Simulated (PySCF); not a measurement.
**Static response to an electric field**

SnH3(SiMe3), C₃H₁₂SiSn.
Structure used (PBE0-D3(BJ)/def2-SVP), in Å, numbered top down from 1:
```
atom  x, y, z in Å
Sn1    1.1317    1.9235    0.7803
H2     1.1523    2.0062    2.4987
H3     2.7718    1.9594    0.2607
H4     0.4017    3.3778    0.2230
Si5   -0.1036   -0.1730   -0.0688
C6     0.7815   -1.7098    0.5718
C7    -1.8765   -0.1478    0.5717
C8    -0.1047   -0.1704   -1.9540
H9     0.2660   -2.6196    0.2223
H10    0.7987   -1.7319    1.6725
H11    1.8224   -1.7512    0.2155
H12   -1.9042   -0.1374    1.6724
H13   -2.4209    0.7384    0.2104
H14   -2.4204   -1.0431    0.2272
H15   -0.6401    0.7062   -2.3505
H16    0.9200   -0.1522   -2.3557
H17   -0.6040   -1.0756   -2.3374
```

Level: wB97X-D/def2-SVPD (PySCF), static field, nuclei fixed, core orbitals frozen in the response. The polarisability tensor in these axes (au):

```
x   108.79   8.44   3.38
y     8.44 118.12   5.74
z     3.38   5.74 106.25
```

Question: Give the principal values, the mean and the anisotropy Δα = √{½[(α1 − α2)² + (α2 − α3)² + (α1 − α3)²]}.

Answer: Principal values 103.81, 103.93 and 125.41 au; mean 111.05 au = 16.46 Å³ = 18.31 × 10⁻⁴⁰ C²·m²/J; Δα = 21.54 au (19 % of the mean).

Question: What is the dipole moment, and where does it point?

Answer: (-0.90, -1.52, -0.62) D, 1.88 D in size, pointing from the negative to the positive side. Measured along this direction, the outermost atoms are H2, H4 and H3 at the negative end and H17, H14 and H9 at the positive end.

Question: Rayleigh depolarisation ratio (linearly polarised light, static tensor)?

Answer: ρ = 3Δα²/(45ᾱ² + 4Δα²) = 1392.2/(554972 + 1856.3) = 0.0025.

Question: Find the Langevin capture rate constant for H3+ (3.023 u) meeting this molecule (195.973 u), k = 2.342 × 10⁻⁹ cm³/s × √(α in Å³ / reduced mass in u).

Answer: The reduced mass is 2.98 u, so k = 5.51 × 10⁻⁹ cm³/s. The formula leaves out the permanent dipole, which adds to the capture rate.

Question: How large is μ²/3kT at 400 K beside α?

Answer: In Gaussian units μ²/3kT = 21.24 Å³ against 16.46 Å³, a ratio of 1.29; the Debye molar polarisation (4π/3)N_A(α + μ²/3kT) is 95.1 cm³/mol, leaving out the vibrational part.

Isolated species at its PBE0-D3(BJ)/def2-SVP geometry, gas phase. Atoms past krypton carry effective core potentials; spin–orbit coupling is left out.

The run behind these numbers computed excited states as well. Time: 1.9 min (grids of density and orbitals included); peak memory 0.99 GiB. Hardware: AMD EPYC, one thread, shared host with 64 logical CPUs at a one-minute load of 61.
